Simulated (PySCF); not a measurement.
A calculated (LC-wPBE, PySCF 2.14, x2c-TZVPPall, the spin-free X2C one-electron Hamiltonian (Gaussian nucleus)) atom or ion has these occupied shells.

```
shell  electrons  orbital energy (eV)  rms radius, mean of both spins (bohr)
 1s α          1             -49974.3                                 0.0249
 1s β          1             -49974.3                                 0.0249
 2s α          1              -8253.6                                  0.101
 2s β          1              -8253.5                                  0.101
 2p α          3              -7358.2                                 0.0906
 2p β          3              -7358.1                                 0.0906
 3s α          1              -1832.1                                  0.261
 3s β          1              -1830.0                                  0.261
 3p α          3              -1553.5                                  0.261
 3p β          3              -1551.4                                  0.261
 3d α          5              -1179.1                                  0.240
 3d β          5              -1177.5                                  0.240
 4s α          1              -372.71                                  0.588
 4s β          1              -367.68                                  0.588
 4p α          3              -280.72                                  0.625
 4p β          3              -275.72                                  0.625
 4d α          5              -151.87                                  0.689
 4d β          5              -146.67                                  0.689
 5s α          1              -56.874                                   1.46
 5s β          1              -53.976                                   1.46
 5p α          3              -34.102                                   1.72
 5p β          3              -31.637                                   1.72
 4f α          7              -13.407                                   1.06
 5d α          1               -9.703                                   3.09
 4f β          1               -9.070                                   1.06
```

(1) Name the element and its charge.

Results:

(1) Gd⁺ (gadolinium, charge +1), in [Xe] 4f8 5d1, one real determinant (an excited configuration).
